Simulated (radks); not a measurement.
Question: The table gives one normalised radial function P(r) = r R(r) of Te32+ in [Ar] 3d2 (r in bohr). Method: non-relativistic Kohn-Sham, TPSS, spin-polarised, spherical densities, point nucleus; open shells are filled with parallel spins first (spin-orbit coupling, left out, can overturn this in heavy ions); meta-GGA in the generalised Kohn-Sham scheme; relativity is left out, which matters for an element this heavy; computed with a radial shooting solver on a logarithmic mesh with Libxc functionals.

r	P
0.002327	0.0175
0.002911	0.0270
0.003613	0.0408
0.004521	0.0624
0.00561	0.0935
0.007019	0.1411
0.008711	0.2080
0.0109	0.3079
0.01353	0.4434
0.01692	0.6364
0.021	0.8839
0.02628	1.2111
0.03261	1.5913
0.0408	2.0316
0.05063	2.4552
0.06335	2.8173
0.07862	2.9999
0.09836	2.9286
0.1231	2.5584
0.1527	1.9729
0.1911	1.2780
0.2371	0.6925
0.2967	0.2867
0.3682	0.0914
0.4606	0.0191
0.5717	0.0027
0.7153	0.0002
0.8877	0.0000

Which n and l does it have? It may be an empty orbital.

Answer: n = 2, l = 1: the number of nodes gives n - l - 1 = 0, the rise at small r (about r^(l+1)) gives l, and the extent must fit the shell. The curve is that of 2p down; the table hardly tells the two spins apart. 2p down: eigenvalue -5815.5 eV, 0 radial nodes, <r> = 0.106 bohr, 90 % of the charge inside 0.172 bohr.
